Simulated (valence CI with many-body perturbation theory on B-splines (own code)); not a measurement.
# Questions on Nb¹⁹⁺

Computed by relativistic CI+MBPT: four valence electrons over a frozen Dirac-Fock core [Ar], a basis of 7 s, 7 p, 8 d, 6 f, 4 g, 1 h functions for each j, with the one-electron correlation potential Σ1 (screened to all orders), the two-electron term Σ2, the three-electron term Σ3, Breit, model QED; selected single and double excitations, second order for the rest, scaled by the run's own slope (own B-spline code, finite nucleus).

No measured levels were compared; by estimate terms of the open shell hold to 2 to 4 % of their energy, and close levels can change places. Only levels of the ground parity were solved; by the run's estimate the other parity begins above the list, which can be wrong where configurations are misplaced.

Names give the largest LS component (configuration and term), which can be under half, so a name can repeat, a term be missing and a line seem to break the LS rules; names also repeat where a configuration has a term twice.

Rates and lifetimes use the calculated energies. Strong lines usually hold to 10 to 20 %, long lifetimes can be off by a factor of two.

Q: What is the ground level?

A: 3d⁴ ⁵D_0, composition 81 % 3d⁴ ⁵D + 18 % 3d⁴ ³P.

Q: What is the ionisation energy?

A: 816.13 eV; NIST lists 816 ± 4 eV (theoretical).

Q: How well does LS coupling describe the low levels?

A: Among the lowest 20 levels the leading LS term, summed over configurations, holds 74 % on average. For single configurations the figures are 74 % in LS and 63 % in jj coupling. Terms mix most in the J = 4 level at 101650 cm⁻¹, where the leading one holds 40 %.

Q: How is the term ⁵D of the ground level split?

A: J = 0 at 0.0, J = 1 at 8124, J = 2 at 17123, J = 3 at 25593, J = 4 at 33088 cm⁻¹.
